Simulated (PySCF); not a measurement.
Species: C4H13BO2Si.
Structure used (PBE0-D3(BJ)/def2-SVP), in Å, numbered top down from 1:
```
atom  x, y, z in Å
B1    -0.3426    0.9948   -1.8910
O2    -0.3912    0.0511   -0.5823
C3    -1.5871   -0.6963   -0.2938
C4    -1.4613   -1.0229    1.1805
C5    -0.7397    0.2116    1.7111
C6     0.2849    0.4846    0.6275
O7     1.4127   -0.2674    0.8135
Si8    2.7620   -0.2841   -0.2079
H9    -0.7649    0.2809   -2.7855
H10   -1.0611    1.9527   -1.6226
H11    0.8434    1.2770   -1.9943
H12   -1.6092   -1.5637   -0.9657
H13   -2.4482   -0.0450   -0.5144
H14   -2.4375   -1.1973    1.6527
H15   -0.8374   -1.9170    1.3275
H16   -1.4308    1.0658    1.7801
H17   -0.2502    0.0693    2.6826
H18    0.5146    1.5507    0.4669
H19    3.7968   -1.0070    0.5805
H20    2.4746   -1.0191   -1.4689
H21    3.1979    1.1144   -0.4855
```

All values: PBE0/pcSseg-1 (PySCF, non-relativistic), on one gas-phase PBE0-D3(BJ)/def2-SVP geometry that isn't relaxed in the solvent. The solvent is an IEF-PCM continuum (van der Waals radii × 1.2). Specific hydrogen bonds and non-electrostatic terms are outside this model.

Gas phase at PBE0/pcSseg-1: HOMO -7.61 eV, LUMO 0.30 eV, dipole 4.53 D.

Task: What does the continuum do to the energy, the frontier levels and the dipole at PBE0/pcSseg-1 in chloroform and acetone?

Result: 
```json
{"solvent": "chloroform", "ε": "4.711", "E(solvent) − E(gas) (kcal/mol)": "-5.30", "polarisation term (kcal/mol)": "-5.85", "distortion of the solute (kcal/mol)": "0.55", "HOMO (eV)": "-7.92", "LUMO (eV)": "0.41", "dipole (D)": "5.26"}
{"solvent": "acetone", "ε": "20.49", "E(solvent) − E(gas) (kcal/mol)": "-6.94", "polarisation term (kcal/mol)": "-7.90", "distortion of the solute (kcal/mol)": "0.96", "HOMO (eV)": "-8.02", "LUMO (eV)": "0.42", "dipole (D)": "5.49"}
```

The first energy column is the sum of the next two and covers electrostatics alone. From chloroform to acetone the lowering changes by a factor 1.31, Onsager's factor (ε − 1)/(2ε + 1) by 1.30 and ε itself by 4.3.

Task: Which radius a makes the point-dipole formula ΔE = −[(ε − 1)/(2ε + 1)]·μ²/a³ give the value in acetone, with the gas-phase dipole?

Result: μ = 1.782 au and |ΔE| = 0.01107 Eh give a = 2.70 Å; the farthest nucleus lies 3.97 Å from the centroid of the nuclei, so such a sphere wouldn't even hold the nuclei. The formula assumes a rigid point dipole at the centre of a sphere.

Task: Give the dipole vector in the frame of the coordinates (D, pointing from negative to positive charge), gas and acetone.

Result: Gas (-1.02, -1.94, 3.96), solvent (-1.35, -2.22, 4.84). Its length changes by +21 % and its direction by 2°.

Task: Which Hirshfeld charges (PBE0/pcSseg-1) respond most in acetone (means over atoms taken as equivalent)?

Result: 
| atoms | environment | gas (e) | solvent (e) | change |
| --- | --- | --- | --- | --- |
| H14 | methylene hydrogen | +0.056 | +0.065 | +0.009 |
| H9/H10/H11 | B–H hydrogen | -0.103 | -0.112 | -0.009 |
| B1 | four-coordinate boron | -0.064 | -0.071 | -0.007 |
| H16 | methylene hydrogen | +0.052 | +0.059 | +0.007 |
| C4 | ring CH2 carbon | -0.068 | -0.063 | +0.005 |
| O7 | silyl ether oxygen | -0.216 | -0.220 | -0.004 |
| H12 | methylene hydrogen | +0.062 | +0.067 | +0.005 |
| H18 | methine hydrogen | +0.054 | +0.058 | +0.004 |
| H17 | methylene hydrogen | +0.056 | +0.059 | +0.003 |
| H13 | methylene hydrogen | +0.054 | +0.057 | +0.003 |
| O2 | oxygen bonded to B and 2 C | +0.006 | +0.003 | -0.003 |
| C5 | ring CH2 carbon | -0.072 | -0.069 | +0.003 |

Task: Which Mayer bond orders change most in acetone?

Result: 
| bond | length (Å) | gas | solvent | change |
| --- | --- | --- | --- | --- |
| B1–O2 | 1.614 | 0.448 | 0.478 | +0.030 |
| O2–C3 | 1.439 | 0.784 | 0.767 | -0.017 |
| C6–O7 | 1.368 | 0.973 | 0.960 | -0.013 |
| C6–O2 | 1.452 | 0.739 | 0.730 | -0.009 |
| Si8–H19 | 1.488 | 0.935 | 0.943 | +0.008 |
| C5–C6 | 1.516 | 1.021 | 1.026 | +0.005 |
| O7–Si8 | 1.692 | 0.855 | 0.860 | +0.005 |
| B1–H11 | 1.223 | 0.956 | 0.961 | +0.005 |

Task: How do the nuclear quadrupole coupling constants eQVzz/h respond in acetone?

Result: 
```csv
nucleus,Q (barn),gas (MHz),solvent (MHz),η gas,η solvent
11B at B1,0.04059,3.38,3.16,0.05,0.04
17O at O2,-0.0256,12.23,12.15,0.56,0.51
17O at O7,-0.0256,-10.13,-10.02,0.42,0.42
```

The run took 36 s on one thread, Intel Xeon 6975P-C (x86_64), shared host with 192 logical CPUs at a one-minute load of 94, and the process peaked at 1.1 GiB of memory. This is the whole shielding run at PBE0/pcSseg-1 in acetone, SCF included.
